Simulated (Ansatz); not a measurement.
Species: C4H6N2Si, net charge 0, singlet state. SMILES: [SiH3]c1cnccn1
Geometry from a B3LYP-D3(BJ)/def2-TZVP (Ansatz, a program for electronic structure) optimisation:
```
C
N 1 1.3457
C 2 1.3273 1 117.26
H 3 1.0847 2 117.29 1 -180.00
C 3 1.3929 4 120.88 2 180.00
N 5 1.3289 3 121.78 4 -180.00
C 6 1.3329 5 116.28 3 0.00
H 5 1.0846 6 117.31 7 -180.00
H 7 1.0847 6 116.54 5 180.00
Si 1 1.8852 2 116.15 3 -180.00
H 10 1.4791 1 109.62 2 -60.10
H 10 1.4791 11 109.49 1 -120.29
H 10 1.4819 11 109.66 12 -120.35
```

Parts of the frozen-core correlation energy in STO-3G (Ansatz, hartree). Frozen orbitals: 11; correlated occupied orbitals by spin: 18 and 18; virtual: 16 and 16. No spin-orbit coupling. Non-relativistic. The restricted reference is unstable.

| term | value |
|---|---|
| reference (HF) | -546.16446 |
| MP2 opposite-spin | [?] |
| MP2 same-spin | [?] |
| CCSD correlation | -0.46321 |
| (T) | [?] |
| T1 diagnostic | 0.006 |
| largest doubles amplitude | 0.127 |

What belongs in the gaps?


- MP2 opposite-spin, value: -0.30587
- MP2 same-spin, value: -0.08104
- (T), value: -0.01085
